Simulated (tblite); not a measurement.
Isomers of C6H12NOP. Level: GFN2-xTB in tblite, geometry and Hessian alike; calculated harmonic values, unscaled, isolated species. Errors from tens to a few hundred cm⁻¹ against measured bands are possible. Modes of hydrogen on phosphorus can be 10 to 20 % off. One conformer each.

Electronic energies: GFN2-xTB at the same geometries; isomer energies are rough at this level and their order can be wrong.

| SMILES | electronic energy, lowest = 0 (kJ/mol) |
| --- | --- |
| CCN(C)P1C=C1OC | 224.2 |
| CNP1CCC(=O)CC1 | 36.5 |
| C=C[C@@H]1C[P@@]1(CO)=NC | 308.7 |
| CC[P@@](C)(=O)CCC#N | 0.0 |
| COCCPCCC#N | 199.2 |

**Question.** How do GFN2-xTB zero-point energies change the relative energies?

**Answer.** 
```json
{"SMILES": "CC[P@@](C)(=O)CCC#N", "ZPE (kJ/mol)": "445.5", "of it from modes above 1550 cm⁻¹": "229.2", "electronic (kJ/mol)": "0.0", "with ZPE, lowest = 0 (kJ/mol)": "0.0", "lowest mode (cm⁻¹)": "25", "rings": "0"}
{"SMILES": "CNP1CCC(=O)CC1", "ZPE (kJ/mol)": "456.7", "of it from modes above 1550 cm⁻¹": "225.8", "electronic (kJ/mol)": "36.5", "with ZPE, lowest = 0 (kJ/mol)": "47.7", "lowest mode (cm⁻¹)": "63", "rings": "1"}
{"SMILES": "COCCPCCC#N", "ZPE (kJ/mol)": "443.6", "of it from modes above 1550 cm⁻¹": "221.0", "electronic (kJ/mol)": "199.2", "with ZPE, lowest = 0 (kJ/mol)": "197.3", "lowest mode (cm⁻¹)": "32", "rings": "0"}
{"SMILES": "CCN(C)P1C=C1OC", "ZPE (kJ/mol)": "446.5", "of it from modes above 1550 cm⁻¹": "225.5", "electronic (kJ/mol)": "224.2", "with ZPE, lowest = 0 (kJ/mol)": "225.3", "lowest mode (cm⁻¹)": "14", "rings": "1"}
{"SMILES": "C=C[C@@H]1C[P@@]1(CO)=NC", "ZPE (kJ/mol)": "440.1", "of it from modes above 1550 cm⁻¹": "227.9", "electronic (kJ/mol)": "308.7", "with ZPE, lowest = 0 (kJ/mol)": "303.4", "lowest mode (cm⁻¹)": "49", "rings": "1"}
```

The zero-point energies span 16.6 kJ/mol, from `C=C[C@@H]1C[P@@]1(CO)=NC` to `CNP1CCC(=O)CC1`. The order is unchanged.

**Question.** What do entropy and thermal enthalpy add at 298.15 K and 1 bar (rigid rotor, harmonic oscillator, one conformer each)?

**Answer.** 
```csv
SMILES,point group,symmetry number,S (J/(mol K)),H − H(0) (kJ/mol),ZPE + H − H(0) − TS (kJ/mol)
CC[P@@](C)(=O)CCC#N,C1,1,454.2,33.98,344.0
CNP1CCC(=O)CC1,C1,1,410.0,29.04,363.5
COCCPCCC#N,C1,1,451.8,32.83,341.8
C=C[C@@H]1C[P@@]1(CO)=NC,C1,1,454.5,34.06,338.7
```

Not tabulated: `CCN(C)P1C=C1OC` (lowest mode only 14 cm⁻¹).
